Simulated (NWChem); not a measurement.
System: InNH2F2; SMILES [NH2][In]([F])[F]

NWChem input:

```
start job
memory heap 200 mb stack 900 mb global 1100 mb
geometry units angstroms
  In     0.000088    -0.004522     0.039102
  F     -1.615024    -1.093155    -0.039020
  F      1.624220    -1.079676    -0.038881
  N     -0.008143     2.007350    -0.028361
  H      0.818190     2.437906     0.381213
  H     -0.838144     2.431129     0.380975
end
basis spherical
  In library def2-svp
  F library def2-svp
  N library def2-svp
  H library def2-svp
end
ecp
  In library def2-ecp
end
dft
  xc becke88 lyp
  iterations 150
end
driver
  maxiter 120
end
task dft optimize
dft
  grid fine
  convergence energy 1d-8 density 1d-7
end
task dft freq numerical
```

NWChem printed, in part:

```
             Northwest Computational Chemistry Package (NWChem) 7.3.0
             --------------------------------------------------------

 CS  symmetry detected

                             Geometry "geometry" -> ""
                             -------------------------

 Output coordinates in angstroms (scale by  1.889725989 to convert to a.u.)

  No.       Tag          Charge          X              Y              Z
 ---- ---------------- ---------- -------------- -------------- --------------
    1 In                  49.0000     0.01552473     0.00714284     0.00000000
    2 F                    9.0000    -0.03520186    -1.07638508    -1.61963592
    3 F                    9.0000    -0.03520186    -1.07638508     1.61963592
    4 N                    7.0000    -0.10268540     2.01668855     0.00000000
    5 H                    1.0000     0.29585985     2.45405623     0.82817390
    6 H                    1.0000     0.29585985     2.45405623    -0.82817390

 Effective nuclear repulsion energy (a.u.)     394.3162909837

      Symmetry information
      --------------------

 Group name             Cs
 Group number              2
 Group order               2
 No. of unique centers     4

                                Z-matrix (autoz)
                                --------

 Units are Angstrom for bonds and degrees for angles

      Type          Name      I     J     K     L     M      Value
      ----------- --------  ----- ----- ----- ----- ----- ----------
    1 Stretch                  1     2                       1.94931
    2 Stretch                  1     3                       1.94931
    3 Stretch                  1     4                       2.01302
    4 Stretch                  4     5                       1.01784
    5 Stretch                  4     6                       1.01784
    6 Bend                     1     4     5               113.95169
    7 Bend                     1     4     6               113.95169
    8 Bend                     2     1     3               112.37739
    9 Bend                     2     1     4               123.59807
   10 Bend                     3     1     4               123.59807
   11 Bend                     5     4     6               108.90962
   12 Torsion                  2     1     4     5        -156.94968
   13 Torsion                  2     1     4     6         -31.12149
   14 Torsion                  3     1     4     5          31.12149
   15 Torsion                  3     1     4     6         156.94968

                           NWChem Geometry Optimization
                           ----------------------------

[...]

      ----------------------
      Optimization converged
      ----------------------

  Step       Energy      Delta E   Gmax     Grms     Xrms     Xmax
  ---- ---------------- -------- -------- -------- -------- --------
@    5    -445.54120490 -4.6D-07  0.00015  0.00004  0.00062  0.00148
                                     ok       ok       ok       ok

                                Z-matrix (autoz)
                                --------

 Units are Angstrom for bonds and degrees for angles

[...]

 Rotational Constants
 --------------------
 A=   0.160185 cm-1  (  0.230465 K)
 B=   0.143225 cm-1  (  0.206064 K)
 C=   0.076116 cm-1  (  0.109512 K)

 Temperature                      =   298.15K
 frequency scaling parameter      =   1.0000

 Zero-Point correction to Energy  =   17.177 kcal/mol  (  0.027373 au)
 Thermal correction to Energy     =   21.098 kcal/mol  (  0.033623 au)
 Thermal correction to Enthalpy   =   21.691 kcal/mol  (  0.034566 au)

 Total Entropy                    =   81.281 cal/mol-K
   - Translational                =   41.262 cal/mol-K (mol. weight = 168.9196)
   - Rotational                   =   26.315 cal/mol-K (symmetry #  =        1)
   - Vibrational                  =   13.703 cal/mol-K

 Cv (constant volume heat capacity) =   18.547 cal/mol-K
   - Translational                  =    2.979 cal/mol-K
   - Rotational                     =    2.979 cal/mol-K
   - Vibrational                    =   12.588 cal/mol-K

[normal modes left out]

 ----------------------------------------------------------------------------
 Normal Eigenvalue ||           Projected Infra Red Intensities
  Mode   [cm**-1]  || [atomic units] [(debye/angs)**2] [(KM/mol)] [arbitrary]
 ------ ---------- || -------------- ----------------- ---------- -----------
    1       -0.000 ||    0.004622           0.107         4.506       2.355
    2       -0.000 ||    0.000234           0.005         0.229       0.119
    3       -0.000 ||    0.001916           0.044         1.868       0.976
    4       -0.000 ||    0.000231           0.005         0.225       0.118
    5       -0.000 ||    0.000798           0.018         0.778       0.406
    6        0.000 ||    0.000707           0.016         0.689       0.360
    7       94.510 ||    0.006791           0.157         6.621       3.460
    8      124.349 ||    0.017688           0.408        17.243       9.010
    9      131.729 ||    0.023535           0.543        22.944      11.989
   10      213.905 ||    0.033094           0.764        32.262      16.859
   11      490.411 ||    0.029802           0.688        29.052      15.182
   12      581.278 ||    0.065709           1.516        64.057      33.473
   13      589.111 ||    0.058826           1.357        57.346      29.967
   14      656.443 ||    0.061898           1.428        60.342      31.532
   15      844.972 ||    0.018195           0.420        17.737       9.269
   16     1487.123 ||    0.006187           0.143         6.031       3.152
   17     3354.995 ||    0.014079           0.325        13.725       7.172
   18     3452.137 ||    0.009032           0.208         8.805       4.601
 ----------------------------------------------------------------------------
```

Level: BLYP/def2-SVP with def2 effective core potentials on In. def2 effective core potentials on In; no spin-orbit coupling.
